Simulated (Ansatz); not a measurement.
All numbers were calculated with Ansatz.

`O[B]([SeH])[SnH3]`. The species carries charge 0 and has multiplicity 1. Sn takes the def2 core potential. The geometry is a stationary point of PBE0-D4/def2-TZVP. It is one conformer, not always the lowest.

```xyz
9

O     0.247    0.295   -1.804
B    -0.184   -0.301   -0.668
Se   -1.258   -1.911   -0.806
Sn    0.303    0.511    1.394
H     0.770    1.088   -1.661
H    -1.251   -1.971   -2.277
H     1.157    1.988    1.194
H    -1.086    0.839    2.329
H     1.302   -0.537    2.298
```

What is the dipole moment at ωB97M-V/def2-TZVPP? (Estimate.)

The calculation gave: 1.54 D, with components (0.70, 1.02, -0.92) D in this frame, pointing from negative to positive charge.

And with PBE, r2SCAN, B3LYP? (Estimate.)

The calculation gave: PBE 1.49 D, r2SCAN 1.55 D, B3LYP 1.47 D.

Give the Mulliken charges with ωB97M-V, PBE, B3LYP in def2-TZVPP. (Estimate.)

The calculation gave: 
```
atom  ωB97M-V    PBE  B3LYP
  O1    -0.21  -0.19  -0.22
  B2     0.06  -0.01   0.04
 Se3    -0.08  -0.05  -0.06
 Sn4     0.23   0.33   0.38
  H5     0.20   0.22   0.21
  H6     0.07   0.05   0.04
  H7    -0.11  -0.13  -0.15
  H8    -0.08  -0.11  -0.12
  H9    -0.08  -0.11  -0.12
```

B3LYP here is the variant with VWN-RPA as its local correlation; programs differ in this.
